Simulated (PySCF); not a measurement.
Spinor energies of In³²⁺ (indium, charge +32)

Start: [Ne] 3s2 3p5; 3p1/2 filled at m_j = -1/2, +1/2; 3p3/2 filled at m_j = -1/2, +1/2, +3/2. Calculated with PySCF 2.14 in an uncontracted even-tempered set (19 s from 5.5 bohr⁻², ratio 2.4; 14 p from 7.2 bohr⁻², ratio 2.4; 5 d from 29 bohr⁻², ratio 2.6; 4 f from 44 bohr⁻², ratio 2.6): generalised Hartree-Fock with the X2C-1e Hamiltonian and a Gaussian nucleus; one run each with spin-orbit coupling (SO) switched off, then screened by Boettger's factors.

| spinor shell | electrons | ε, spin-free (eV) | ε, screened SO (eV) | weight of nominal j (screened SO) | rms radius, screened SO (bohr) |
| --- | --- | --- | --- | --- | --- |
| 1s1/2 | 2 | -29763.0 | -29760.0 | 1.000 | 0.0340 |
| 2s1/2 | 2 | -5923.4 | -5922.2 | 1.000 | 0.137 |
| 2p1/2 | 2 | -5485.8 | -5635.7 | 1.000 | 0.119 |
| 2p3/2 | 4 | -5485.8 | -5416.3 | 1.000 | 0.123 |
| 3s1/2 | 2 | -2198.9 | -2198.4 | 1.000 | 0.336 |
| 3p1/2 | 2 | -2054.3 | -2088.4 | 0.996 | 0.325 |
| 3p3/2 | 3 | -2054.3 | -2038.3 | 0.997 | 0.333 |

| quantity | spin-free | screened SO |
| --- | --- | --- |
| E (hartree) | -5108.40866 | -5110.28098 |
| M_J | 3/2 | 3/2 |
| ⟨J²⟩ | 3.751 | 3.751 |
| ⟨L²⟩ | 2.001 | 2.008 |
| ⟨S²⟩ | 0.750 | 0.758 |

Each row is a mean over spinors that exchange with the open shell spreads, by up to 17.030 eV (3s1/2).

Breit and QED terms are absent; they matter most for the inner s and p1/2 levels.

Densities and radii are taken from the X2C orbitals without a picture-change correction, which distorts them close to the nucleus.

Without spin-orbit coupling the j labels of p, d and f shells carry no meaning; the spin-free column gives the mean over the occupied spinors of each nl shell.
